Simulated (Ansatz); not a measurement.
Relaxation of ClF3H3NSi (9 atoms, charge 0, multiplicity 1), to a largest force component of 0.03 eV/Å in at most 50 steps.

All numbers below come from RKS B3LYP/def2-SVP (Ansatz).

```xyz
9
Properties=species:S:1:pos:R:3:forces:R:3
Si -0.713 -0.601 -0.270 1.49 -0.02 -0.08
N 1.033 -0.311 -0.224 -1.48 -0.07 0.01
F -1.105 -1.964 -1.028 -0.01 0.01 0.00
F -1.256 -0.740 1.224 -0.01 0.00 0.02
F -1.443 0.566 -1.077 -0.01 0.00 -0.03
H 0.690 1.771 0.726 -0.36 0.09 0.15
Cl -0.290 2.427 1.305 0.42 -0.02 -0.10
H 1.560 -0.852 0.459 -0.02 -0.01 0.01
H 1.525 -0.297 -1.116 -0.03 0.01 0.02
```

Where does it end, and by what steps?

The run converged. The force dipped under the threshold on the way, but the program's further checks kept it going. After 13 steps the energy has fallen by 0.166 eV; Cl7 moved furthest, 1.00 Å.

```
step  energy less start (eV)  largest force component (eV/Å)  accepted
   0                  0.0000                           1.491       yes
   1                 -0.0647                           0.890       yes
   2                 -0.1176                           0.485       yes
   3                 -0.1387                           0.341       yes
   4                 -0.1432                           0.654       yes
   5                 -0.0928                           1.159        no
   6                 -0.1620                           0.074       yes
   7                 -0.1631                           0.082       yes
   8                 -0.1649                           0.123       yes
   9                 -0.1655                           0.057       yes
  10                 -0.1659                           0.031       yes
  11                 -0.1661                           0.014       yes
  12                 -0.1662                           0.039       yes
  13                 -0.1663                           0.006       yes
```

```xyz
9
Properties=species:S:1:pos:R:3
Si -0.796 -0.791 -0.356
N 0.778 -0.165 -0.120
F -0.855 -2.202 -1.116
F -1.483 -1.003 1.072
F -1.638 0.242 -1.238
H 0.659 1.625 0.780
Cl 0.638 2.796 1.365
H 1.386 -0.630 0.551
H 1.310 0.127 -0.938
```

Whether the end is a true minimum wasn't checked by a vibrational analysis.

The run took 42 s on 2 threads of Intel(R) Xeon(R) Platinum 8175M CPU @ 2.50GHz (Skylake/Cascade Lake), on a shared host, peak memory 0.27 GiB.
